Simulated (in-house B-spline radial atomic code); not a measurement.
RPA and G0W0 on PBEsol: Zn II (Zn+)

Configuration [Ar] 3d10 4s1, highest spin, mean-field start PBEsol. Computed with an all-electron radial atomic-structure program (B-spline basis): all electrons, scalar-relativistic (spin-free one-electron X2C), finite nucleus, each spin shell either full or empty, empty states to l = 9 with an (l + 1/2)⁻⁴ tail; G0W0 by contour deformation at full frequency.

RPA overbinds a lone outer s electron by self-correlation, and G0W0 tends to as well.

Command:
```bash
python run_gw.py task.json out
```
Settings (radii: box in bohr, nucleus in fm):
```
Z                        30
electrons                29
configuration            [Ar] 3d10 4s1
hamiltonian              x2c
method                   pbesol
lmax                     9
rms_radius               3.9283
spin_polarised           True
box_radius               23.78
intervals                71
ion_configuration        [Ar] 3d10
```

Cost of the run: 5.5 s on 1 thread of Arm Neoverse V2, on a shared host.

Energies (hartree):

```tsv
term	value
mean-field total	-1793.94172
Hartree-Fock functional on these orbitals	-1793.98846
direct second order	-2.8048
second-order exchange	0.80151
SOSEX correction	0.70259
```

What is the RPA correlation energy, and what remains with SOSEX?

RPA gives -2.2437 hartree (-2.11 eV per electron); RPA + SOSEX gives -1.5411, and the second-order doubles -2.0033 hartree (no singles). RPA lacks exchange-type terms and so overcorrelates at short range.

Quasi-particle levels (eV):

```tsv
level	occupied	mean field	Σx - vxc	Σc	QP weight	G0W0
4s up	yes	-14.551	-2.86	?	?	?
4s down	no	-13.188	6.17	-2.62	0.897	-9.637
```

G0W0 = mean field + (Σx - vxc) + Σc, with Σc (partial-wave tail included) taken at the quasi-particle energy. Only the outer levels were computed. Levels of low weight are left out.

Where does G0W0 put 4s up?

At -18.741 eV, with Σc = -1.33 eV and a quasi-particle weight of 0.924. The tabulated removal energy is 17.964 eV (NIST, measured); the calculation leaves out spin-orbit coupling, Breit and QED terms, and what these don't explain is the method's own error.

What does it cost to remove one electron (to [Ar] 3d10) by differences of total energies, each species on its own start (correlation terms add to the Hartree-Fock functional)?

PBEsol 18.682 eV, Hartree-Fock functional 16.613 eV, + RPA 18.565 eV, + RPA + SOSEX 17.771 eV, + second order 18.995 eV. Tabulated: 17.964 eV (NIST, measured); the calculation leaves out spin-orbit coupling, Breit and QED terms, and what these don't explain is the method's own error.
